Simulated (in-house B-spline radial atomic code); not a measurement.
# Os: [Xe] 4f14 5d5 6s2 6g1 (an excited or competing configuration)

All numbers are computed (Dirac-Hartree-Fock, average of configuration; Fermi nucleus of rms radius 5.4126 fm) with a B-spline radial code for spherical atoms, not measured.

Effective charges: Z_r = [3n² - l(l+1)]/(2<r>) from the radius, Z_e = n√(-2ε) from the energy, and Slater's rules. Values are occupation-weighted means over j. An effective charge above Z reflects the relativistic contraction of the inner shells.

```csv
shell,electrons,ε (eV),<r> (bohr),Z_r,Z_e,Slater
1s,2,-74362,0.01773,84.58,73.93,75.70
2s,2,-13100,0.07421,80.85,62.06,71.85
2p,6,-11492,0.06682,74.83,58.13,71.85
3s,2,-3121,0.193,69.96,45.44,64.75
3p,6,-2634.5,0.1933,64.66,41.75,64.75
3d,10,-2047.9,0.1763,59.56,36.81,54.85
4s,2,-701.45,0.4318,55.58,28.72,48.25
4p,6,-537.45,0.4577,50.26,25.14,48.25
4d,10,-320.53,0.4891,42.94,19.41,36.85
5s,2,-118.87,1.017,36.89,14.78,18.35
4f,14,-81.91,0.5506,32.69,9.81,25.45
5p,6,-73.219,1.17,31.19,11.60,18.35
5d,5,-21.277,1.67,20.65,6.25,6.60
6s,2,-15.376,2.824,19.12,6.38,4.60
6g,1,-0.37794,44,1.00,1.00,-
```

The least bound orbital is 6g9/2 at -0.3779 eV, and it is also the most diffuse (<r> = 44 bohr). The part-filled 5d shell lies below the filled 6s shell in orbital energy.

Spin-orbit splittings of the orbital energies (j = l + 1/2 above j = l - 1/2 when positive): 2p 1534 eV, 3p 339.5 eV, 3d 72.81 eV, 4p 80.63 eV, 4d 15.18 eV, 4f 2.983 eV, 5p 12.93 eV, 5d 1.113 eV, 6g 1.082e-07 eV.

For the 1s electron the small component carries 8.26 % of the norm, the zero-frequency Breit interaction raises the level by 265.9 eV, self-energy by 167.7 eV, and vacuum polarisation lowers it by 32.68 eV.

The density falls to 0.001 bohr⁻³ at 4.349 bohr; Σ<r²> = 2234.4 bohr² gives, by the non-relativistic formula and without the paramagnetism of open shells, a Langevin diamagnetic susceptibility of -1770×10⁻⁶ cm³/mol.
